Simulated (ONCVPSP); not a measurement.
## Transferability test, ONCV potential for carbon (C)

carbon (C), optimised norm-conserving Vanderbilt (ONCV), made with ONCVPSP 4.0.1 (PBE, scalar-relativistic). Core [He], reference 2s2 2p2. Waves: 2s: rc 0.85 bohr, ncon 4, nbas 8, qcut 9.5 1/bohr, 2 projectors, debl 1.6 Ha; 2p: rc 2.75 bohr, ncon 4, nbas 8, qcut 5 1/bohr, 1 projector; d scattering state at 0.03 Ha: rc 2.40 bohr, ncon 4, nbas 8, qcut 4.2 1/bohr, 2 projectors, debl 3.1 Ha. Local part: polynomial inside 0.70 bohr (lpopt 4, dvloc0 0 Ha). Core correction: Teter function fitted to the true core (icmod 2), fcfact 0.5.

Energies are relative to the spin-unpolarised reference configuration 2s2 2p2; without spin polarisation the order of configurations can differ from experiment.

Problem. Give the all-electron excitation energy and the error of the potential for: 2s2 2p1; 2s2 2p0; 2s1 2p0; 2s1 2p2.

Solution.

```json
{"valence configuration": "2s2 2p1", "charge": "+1", "ΔE all-electron (eV)": "10.861", "error AE − PS (meV)": "+111"}
{"valence configuration": "2s2 2p0", "charge": "+2", "ΔE all-electron (eV)": "35.017", "error AE − PS (meV)": "+950"}
{"valence configuration": "2s1 2p0", "charge": "+3", "ΔE all-electron (eV)": "83.211", "error AE − PS (meV)": "+1848"}
{"valence configuration": "2s1 2p2", "charge": "+1", "ΔE all-electron (eV)": "19.615", "error AE − PS (meV)": "-120"}
```

Levels in the configuration 2s2 2p1:

| level | all-electron (eV) | pseudo (eV) |
| --- | --- | --- |
| 2s | -25.758 | -25.643 |
| 2p | -17.005 | -16.678 |

Note: ghosts flagged at negative energy: s at -202.9 eV; GHOST(+) flags only above 600 eV. A true bound ghost makes a file unfit for plane-wave use.
